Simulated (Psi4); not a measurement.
Two rigid molecules brought together: F4Si ··· Cl2 (SMILES F[Si](F)(F)F and ClCl), singlet. Monomers: optimised at B3LYP-D3(BJ) (def2-TZVP), held rigid. Orientation: lowest of the rigid-body minima from ten starts at GFN2-xTB. R is the distance of the centres of mass, along which the second monomer moves.

Levels of theory: PBE/def2-TZVP, counterpoise-corrected (Psi4); PBE-D3(BJ)/def2-TZVP, counterpoise-corrected (Psi4); SAPT0/jun-cc-pVDZ, frozen core (Psi4).

Interaction energies in kcal/mol; the last columns give the difference from SAPT0:

| R / Å | PBE/def2-TZVP | PBE-D3(BJ)/def2-TZVP | SAPT0/jun-cc-pVDZ | PBE/def2-TZVP − SAPT0/jun-cc-pVDZ | PBE-D3(BJ)/def2-TZVP − SAPT0/jun-cc-pVDZ |
|---|---|---|---|---|---|
| 3.25 | 3.74 | 1.75 | 3.69 | 0.05 | -1.94 |
| 3.38 | 1.99 | 0.14 | 1.91 | 0.09 | -1.77 |
| 3.61 | 0.39 | -1.21 | 0.28 | 0.11 | -1.49 |
| 3.81 | -0.17 | -1.54 | -0.29 | 0.12 | -1.25 |
| 3.99 | -0.35 | -1.53 | -0.48 | 0.12 | -1.05 |
| 4.23 | -0.39 | -1.33 | -0.51 | 0.12 | -0.82 |
| 4.55 | -0.32 | -1.00 | -0.42 | 0.10 | -0.57 |
| 4.84 | -0.23 | -0.73 | -0.32 | 0.09 | -0.41 |
| 5.34 | -0.11 | -0.40 | -0.18 | 0.07 | -0.22 |
| 6.00 | -0.04 | -0.18 | -0.09 | 0.05 | -0.09 |
| 6.98 | -0.01 | -0.07 | -0.04 | 0.03 | -0.03 |
| 8.28 | 0.00 | -0.02 | -0.01 | 0.01 | -0.01 |

PBE/def2-TZVP is furthest from SAPT0/jun-cc-pVDZ at 3.99 (0.12 kcal/mol, above); its mean absolute difference over the points is 0.08 kcal/mol.

PBE-D3(BJ)/def2-TZVP is furthest from SAPT0/jun-cc-pVDZ at 3.25 (-1.94 kcal/mol, below); its mean absolute difference over the points is 0.80 kcal/mol.
